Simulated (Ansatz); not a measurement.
Basis-set extrapolation for C3H8BN, SMILES `NCC1BC1` (PBE0-D4/def2-TZVP geometry, frozen core, Ansatz 0.2.0). Multiplicity 1, RHF reference.

|  | def2-TZVPP | def2-QZVPP |
| --- | --- | --- |
| HF | -197.397040 | -197.406474 |
| MP2 correlation | -0.819188 | -0.872683 |
| CCSD(T) correlation | -0.898941 | not run |

Energies in hartree. Use E(X) = E(∞) + A·exp(−7.88·√X) for Hartree–Fock and E(X) = E(∞) + B·X^(−2.97) for correlation, with X = 3 and 4, and add CCSD(T) minus MP2 of the smaller set to the MP2 limit.

What is the CCSD(T) energy at the basis-set limit?

HF limit: -197.406474 + (-0.009434) × 0.13774 = -197.40777. MP2 limit: -0.872683 + (-0.053495) × 0.74074 = -0.91231. Higher-order term: -0.898941 − (-0.819188) = -0.07975. Total: -198.39983 hartree, 65.2 kcal/mol below CCSD(T)/def2-TZVPP.
